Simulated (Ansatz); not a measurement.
The cluster Ag₁₃⁺. The state is a singlet with charge 1. Geometry PBE-D4/def2-SVP.

```xyz
13

Ag    0.970    1.607    3.124
Ag   -2.346    2.464   -1.364
Ag   -2.274    0.441   -3.260
Ag   -2.065   -0.189   -0.402
Ag   -1.050   -0.175    2.161
Ag    1.469   -1.145    2.986
Ag    0.059   -1.942    0.333
Ag   -0.570    2.194    0.744
Ag    1.950   -1.011   -1.639
Ag    0.069    1.026   -1.752
Ag    2.859   -2.094    0.824
Ag   -0.678   -1.636   -2.440
Ag    1.608    0.462    0.685
```

In the def2 sets Ag takes a core potential; there is no spin–orbit coupling. The structure comes from a short search, and lower isomers may exist.

(1) Estimate the orbital energies around the gap (eV) in Ansatz with PBE-D4/def2-SVP, r2SCAN-D4/def2-SVP.

Results:

(1) 
```json
{"orbital": "HOMO−9", "PBE-D4/def2-SVP": "-10.35", "r2SCAN-D4/def2-SVP": "-10.56"}
{"orbital": "HOMO−8", "PBE-D4/def2-SVP": "-10.29", "r2SCAN-D4/def2-SVP": "-10.50"}
{"orbital": "HOMO−7", "PBE-D4/def2-SVP": "-10.26", "r2SCAN-D4/def2-SVP": "-10.47"}
{"orbital": "HOMO−6", "PBE-D4/def2-SVP": "-10.25", "r2SCAN-D4/def2-SVP": "-10.45"}
{"orbital": "HOMO−5", "PBE-D4/def2-SVP": "-10.21", "r2SCAN-D4/def2-SVP": "-10.41"}
{"orbital": "HOMO−4", "PBE-D4/def2-SVP": "-10.01", "r2SCAN-D4/def2-SVP": "-10.07"}
{"orbital": "HOMO−3", "PBE-D4/def2-SVP": "-9.50", "r2SCAN-D4/def2-SVP": "-9.51"}
{"orbital": "HOMO−2", "PBE-D4/def2-SVP": "-8.40", "r2SCAN-D4/def2-SVP": "-8.35"}
{"orbital": "HOMO−1", "PBE-D4/def2-SVP": "-8.25", "r2SCAN-D4/def2-SVP": "-8.18"}
{"orbital": "HOMO", "PBE-D4/def2-SVP": "-8.01", "r2SCAN-D4/def2-SVP": "-7.93"}
{"orbital": "LUMO", "PBE-D4/def2-SVP": "-6.94", "r2SCAN-D4/def2-SVP": "-6.77"}
{"orbital": "LUMO+1", "PBE-D4/def2-SVP": "-6.64", "r2SCAN-D4/def2-SVP": "-6.47"}
{"orbital": "LUMO+2", "PBE-D4/def2-SVP": "-6.45", "r2SCAN-D4/def2-SVP": "-6.29"}
{"orbital": "LUMO+3", "PBE-D4/def2-SVP": "-5.97", "r2SCAN-D4/def2-SVP": "-5.77"}
{"orbital": "LUMO+4", "PBE-D4/def2-SVP": "-5.94", "r2SCAN-D4/def2-SVP": "-5.75"}
{"orbital": "LUMO+5", "PBE-D4/def2-SVP": "-5.42", "r2SCAN-D4/def2-SVP": "-5.19"}
```
